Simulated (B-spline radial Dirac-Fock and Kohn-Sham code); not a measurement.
**Co³⁺: eigenvalues, ΔSCF and the reference**

System: Co³⁺, configuration [Ar] 3d5 4s1 (an excited configuration).

The density-functional columns are spherical, spin-unpolarised Dirac-Kohn-Sham results without Breit or QED terms: −ε is minus the orbital energy of the initial state and ΔSCF the difference of two total energies. The reference in the last column comes from Dirac-Fock energy differences between relaxed states, corrected for Breit and QED terms. All numbers are from a radial B-spline solver, in eV; a selection of levels is shown. For the 1s level of heavy atoms much of the gap between ΔSCF and the reference is the Breit and QED part, -12.9 eV here; for other levels the error of the functional can be larger.

```
level  LDA −ε  LDA ΔSCF  Dirac-Fock
    K  7623.6    7789.2      7776.8
   L1   946.7     976.1       998.7
   L2   828.9     863.7       864.4
   L3   814.1     848.3       849.9
   M2   113.3     124.8       126.8
   M3   111.3     122.8       124.9
 M4,5   53.20     63.95       61.71
   N1   35.47     40.41       38.83
```

Values without a named source are computed, but for edge energies of neutral atoms, which are taken from tables.
